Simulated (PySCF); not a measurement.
# Pb: excitation energy

Pb [Xe] 4f14 5d10 6s2 6p2 (3P) → Pb [Xe] 4f14 5d10 6s1 6p3, s spin flipped, as a difference of total energies. All numbers are calculated (PySCF 2.14, scalar relativity through the core potential, in aug-cc-pVQZ-PP with ECP60MDF (7s7p5d3f2g, 92 functions)). Correlated levels: valence: 5s2 5p6 5d10 frozen. The calculations carry no spin-orbit coupling.

```tsv
method	excitation energy (eV)
UHF	9.934
MP2 (valence)	9.144
SCS-MP2 (valence)	9.096
```

**Question.** How much does correlation contribute at MP2 (valence)?

**Answer.** 9.144 − (9.934) = -0.790 eV, measured against UHF.

Spin-orbit coupling is strong in these open shells (close to jj coupling). The scalar numbers leave it out and a first-order estimate fails, so it can dominate the gap to the real levels.

The upper determinant mixes two multiplicities, so it lies between the two terms.

The upper state lies above the first ionisation limit, where it may autoionise and the basis confines it.

The coupled-cluster amplitudes are large for the upper state (T1 above 0.03 or a double amplitude above 0.15), so a single reference is strained.
